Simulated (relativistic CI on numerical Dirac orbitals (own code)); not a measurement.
**Cu4+ in a cubic cluster: 2p photoemission with charge transfer**

Computed with a charge-transfer multiplet model of a cubic metal-ligand cluster with up to 3 ligand holes, Slater and spin-orbit integrals from Dirac-Coulomb-Breit ions, Slater integrals scaled by 0.9. The ground state mixes d7 with configurations of k ligand holes L, whose averages lie at kΔ + k(k − 1)U_dd/2; a core hole lowers each added d electron by U_cd. 300 K, Lorentzian 0.6 eV and Gaussian 0.8 eV FWHM.

Atomic integrals in eV (Slater integrals scaled, ζ unscaled), ground: F2dd 13.318, F4dd 8.350, zeta_d 0.120; with the core hole: F2dd 14.765, F4dd 9.299, zeta_d 0.162, zeta_core 13.365, F2cd 9.081, G1cd 7.133, G3cd 4.063.

Cluster parameters (eV): U_dd = 7.5, U_cd = 8.7, 10Dq = 1.8, 10Dq(ligand) = 0.8, V(eg) = 2.15, V(t2g) = -0.91, final-state hopping factor = 1.

Weights, n_d and S are thermal averages at 300 K. Binding energies count from the first peak over 30 % of the highest in each spectrum, which can be another peak from case to case. The parameters are a model scan and need not match a compound or its usual spin state. Peaks in eV (height, largest 100): 0.0 (100), 1.6 (62), 6.9 (76), 10.4 (38), 15.9 (12), 17.6 (8), 22.4 (44), 23.5 (43), 29.9 (40), 33.6 (13).

(1) Which parameters give this spectrum?
A. Δ = 2.5 eV
B. Δ = 1.5 eV
C. Δ = 3.5 eV
D. Δ = -2.5 eV
E. Δ = 0.5 eV

Answers

(1) A. Δ = 2.5 eV; the ground state then has 7.28 d electrons and S = 1.31. The choice follows from running the model for each set and comparing peak positions and heights.
